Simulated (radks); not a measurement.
Q: Species: As VI. Configuration: [Ar] 3d10 (the NIST ground configuration). Method: scalar-relativistic Kohn-Sham, BLYP, spin-polarised, spherical densities, finite nucleus; Fermi nuclear charge, rms radius 4.0968 fm; computed with a radial shooting solver on a logarithmic mesh with Libxc functionals. Some entries of the table are withheld. Estimate them.

| orbital | occ. | eigenvalue (eV) | r(max) (bohr) | <1/r> (bohr^-1) |
|---|---|---|---|---|
| 1s | 2 | -11791.47 | (1) | 33.47 |
| 2s | 2 | -1554.691 | 0.1701 | 7.369 |
| 2p | 6 | -1372.010 | 0.1362 | 7.223 |
| 3s | 2 | -257.1249 | 0.5214 | 2.388 |
| 3p | 6 | -200.5321 | 0.5204 | (2) |
| 3d | 10 | -107.1552 | (3) | 1.935 |

A: 
(1) 1s r(max) (bohr): 0.02973
(2) 3p <1/r> (bohr^-1): 2.238
(3) 3d r(max) (bohr): 0.4749
